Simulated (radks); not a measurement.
Sc, configuration [Ar] 3d0.5 4s1 4p1.5 (fractional occupations, a model configuration).

Calculated with a radial shooting solver on a logarithmic mesh with Libxc functionals: non-relativistic Kohn-Sham, PBE, spin-unpolarised, spherical densities, point nucleus.

Energy parts (hartree):
part                       energy
total                  -760.22389
kinetic                 759.50779
electron-nucleus      -1796.80697
Hartree                 315.58733
exchange-correlation    -38.51204

Orbitals (lengths in bohr, moments of r in powers of bohr; r(max) is where P^2 peaks):
| orbital | occ. | eigenvalue (hartree) | r(max) | <r> | <r^4> |
|---|---|---|---|---|---|
| 1s | 2 | -160.7795 | 0.04836 | 0.07360 | 0.0001355 |
| 2s | 2 | -17.42588 | 0.2859 | 0.3461 | 0.03542 |
| 2p | 6 | -14.41735 | 0.2333 | 0.3086 | 0.02860 |
| 3s | 2 | -2.15323 | 0.9306 | 1.075 | 2.860 |
| 3p | 6 | -1.38310 | 0.9663 | 1.157 | 4.315 |
| 3d | 0.5 | -0.24569 | 1.057 | 1.609 | 30.26 |
| 4s | 1 | -0.20551 | 2.986 | 3.500 | 314.6 |
| 4p | 1.5 | -0.09224 | 3.721 | 4.494 | 929.1 |

The highest occupied level is 4p at -2.510 eV. Summed over all electrons, <r^2> = 63.88 bohr^2, which gives a Langevin (diamagnetic) susceptibility term of -50.6 x 10^-6 cm^3/mol. Virial ratio -V/T = 2.00094. The density falls to 0.001 e/bohr^3 at r = 5.29 bohr. The electron density at the nucleus is 6189 e/bohr^3.
